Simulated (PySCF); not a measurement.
# `O(C(CC#C)=O)CC#N`, C6H5NO2

Molfile (atoms numbered from 1):
```
C6H5NO2
     RDKit          3D

 14 13  0  0  0  0  0  0  0  0999 V2000
   -2.1803    0.3450    2.5604 C   0  0  0  0  0  0  0  0  0  0  0  0
   -1.9809    0.0543    1.4175 C   0  0  0  0  0  0  0  0  0  0  0  0
   -1.7077   -0.2754    0.0321 C   0  0  0  0  0  0  0  0  0  0  0  0
   -0.3772    0.3282   -0.3714 C   0  0  0  0  0  0  0  0  0  0  0  0
   -0.2263    1.2233   -1.1547 O   0  0  0  0  0  0  0  0  0  0  0  0
    0.6230   -0.2708    0.2906 O   0  0  0  0  0  0  0  0  0  0  0  0
    1.9466    0.2016    0.0505 C   0  0  0  0  0  0  0  0  0  0  0  0
    2.7558   -0.8456   -0.5375 C   0  0  0  0  0  0  0  0  0  0  0  0
    3.3819   -1.6808   -0.9999 N   0  0  0  0  0  0  0  0  0  0  0  0
   -2.3781    0.5856    3.5618 H   0  0  0  0  0  0  0  0  0  0  0  0
   -1.6570   -1.3614   -0.0776 H   0  0  0  0  0  0  0  0  0  0  0  0
   -2.4893    0.1311   -0.6128 H   0  0  0  0  0  0  0  0  0  0  0  0
    2.3806    0.5013    1.0115 H   0  0  0  0  0  0  0  0  0  0  0  0
    1.9082    1.0632   -0.6324 H   0  0  0  0  0  0  0  0  0  0  0  0
  1  2  3  0
  2  3  1  0
  3  4  1  0
  4  5  2  0
  4  6  1  0
  6  7  1  0
  7  8  1  0
  8  9  3  0
  1 10  1  0
  3 11  1  0
  3 12  1  0
  7 13  1  0
  7 14  1  0
M  END
```

Computed, not measured: GIAO CAM-B3LYP/pcSseg-1 magnetisability, rotational g tensor and spin-rotation constants, non-relativistic, gas phase in PySCF 2.14.0. Geometry: GFN2-xTB.

Problem. Give the nuclear spin-rotation constants along the inertial axes (H = +C I·J) beside the isotropic shieldings.

Solution. Rotational constants 3.5985, 0.8463, 0.7677 GHz. A star marks the isotopologue with that one atom substituted, in its own axes.
| atom | isotope | Caa (kHz) | Cbb (kHz) | Ccc (kHz) | mean (kHz) | σ (ppm) |
| --- | --- | --- | --- | --- | --- | --- |
| N9 | 14N | 0.333 | 0.198 | 0.128 | 0.220 | -47.2 |
| H10 | 1H | -0.257 | -0.054 | -0.065 | -0.125 | 30.1 |
| H11 | 1H | -0.346 | -0.080 | 0.008 | -0.139 | 28.4 |
| H12 | 1H | -0.237 | -0.011 | -0.079 | -0.109 | 28.6 |
| H13 | 1H | -0.395 | -0.029 | -0.020 | -0.148 | 27.6 |
| H14 | 1H | -0.324 | 0.022 | -0.053 | -0.118 | 25.6 |
| C1 | 13C* | 0.852 | 0.184 | 0.197 | 0.411 | 104.8 |
| C2 | 13C* | 0.874 | 0.179 | 0.207 | 0.420 | 103.1 |
| C3 | 13C* | 0.532 | 0.138 | 0.128 | 0.266 | 156.2 |
| C4 | 13C* | 1.673 | 0.311 | 0.242 | 0.742 | 8.4 |
| O5 | 17O* | -1.436 | -0.521 | -0.166 | -0.708 | -105.4 |
| O6 | 17O* | -0.784 | -0.171 | -0.151 | -0.369 | 146.2 |
| C7 | 13C* | 0.592 | 0.186 | 0.137 | 0.305 | 136.6 |
| C8 | 13C* | 0.545 | 0.374 | 0.232 | 0.384 | 64.4 |

For the geometry as given, no vibrational averaging.
